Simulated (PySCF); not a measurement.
A run for PySCF: R-B3LYP/3-21G on C2H5FO (a complex), monomers drawn apart or pushed together.

```python
from pyscf import gto, scf, dft, mp
from pyscf.data.elements import chemcore

mol = gto.M(
    atom='''
    O     0.33121130   -0.11506841   -0.57489067
    H     0.03161926   -0.85918360   -1.10668009
    H    -0.36169966    0.02173450    0.08274896
    C     0.79208667   -0.73576559    3.53024172
    C    -0.47988248   -0.52875695    3.79469028
    F    -1.37191529   -0.20228118    2.82025645
    H     1.18431932   -0.65630314    2.52505003
    H     1.45769880   -0.99036245    4.34202957
    H    -0.96350166   -0.58316908    4.76001398
    ''',
    basis='3-21g',
    charge=0, spin=0, verbose=3, max_memory=1800)
mf = dft.RKS(mol, xc='b3lyp')
mf.conv_tol = 1e-8
mf.max_cycle = 100
mf.kernel()
if not mf.converged:
    mf = mf.newton().run(mf.mo_coeff, mf.mo_occ)
```

Output:

```
converged SCF energy = -252.831052784266
```

The calculation finished and met its thresholds.

Cost: about 2.2 core-seconds (a rough figure).
